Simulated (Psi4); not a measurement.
A dimer, HBr ··· CH4 (SMILES Br and C); the first 2 atoms form monomer A.

```
7

Br     0.7124     0.0000     0.0000
H     -0.7124     0.0000     0.0000
C     -2.5716     2.1157    -0.3765
H     -2.1049     2.0715    -1.3596
H     -3.2810     2.9416    -0.3481
H     -1.8056     2.2688     0.3825
H     -3.0949     1.1808    -0.1807
```

Task: What interaction energy does Psi4 1.11 with SAPT0/jun-cc-pVDZ, frozen core give, and which attractive term is the largest?

Result: Total -0.19 kcal/mol: electrostatics -0.63, exchange 1.53, induction -0.23, dispersion -0.86. The most attractive term is dispersion.
